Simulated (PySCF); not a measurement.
sulfur monoxide (OS), triplet, at a GFN2-xTB geometry. Base run: DF-CAMB3LYP/STO-3G in PySCF.

The PySCF input:
```python
from pyscf import gto, scf, dft

mol = gto.Mole()
mol.atom = '''
    O    -0.00000000   -0.00000000   -0.97801093
    S     0.00000000    0.00000000    0.48900547
'''
mol.basis = 'sto-3g'
mol.spin = 2
mol.verbose = 5
mol.build()

mf = dft.UKS(mol)
mf.xc = 'camb3lyp'
mf = mf.density_fit(auxbasis='def2-universal-jkfit')
mf.kernel()
mf.analyze()
```

Variants of this job, named by their change:

```
change               basis functions      E (Eh)  HOMO (eV)  dipole (D)
-------------------  ---------------  ----------  ---------  ----------
base                              14  -467.83494      -4.63        0.75
basis = 6-31G                     22  -473.23454      -8.93        1.64
basis = cc-pVDZ                   32           …          …           …
basis = def2-SVP                  32  -473.15356      -8.63        1.68
basis = def2-SV(P)                32  -473.15356      -8.63        1.68
basis = 6-311G**                  44  -473.36789      -8.79        1.74
basis = def2-SVPD                 50           …          …        1.61
basis = aug-pcseg-1               50  -473.32054      -8.99        1.57
basis = 6-311++G**                52  -473.37540      -8.99        1.85
basis = pcseg-2                   64  -473.40599      -8.94        1.78
basis = cc-pV(T+d)Z                …           …          …        1.61
basis = def2-TZVPD                86  -473.40232      -8.99        1.58
basis = aug-cc-pVTZ                …           …          …        1.58
```

Problem. What belongs in the gaps?

Solution. 
- basis = cc-pVDZ, E (Eh): -473.34143
- basis = cc-pVDZ, HOMO (eV): -8.58
- basis = cc-pVDZ, dipole (D): 1.55
- basis = def2-SVPD, E (Eh): -473.16964
- basis = def2-SVPD, HOMO (eV): -9.05
- basis = cc-pV(T+d)Z, basis functions: 69
- basis = cc-pV(T+d)Z, E (Eh): -473.40222
- basis = cc-pV(T+d)Z, HOMO (eV): -8.85
- basis = aug-cc-pVTZ, basis functions: 96
- basis = aug-cc-pVTZ, E (Eh): -473.40058
- basis = aug-cc-pVTZ, HOMO (eV): -8.98

Totals compare only among sets that treat the same electrons; sets with core potentials leave the core out.

Open shells are given as the SCF converged; they aren't shown to be the lowest states, and a large step between rows can be another state.
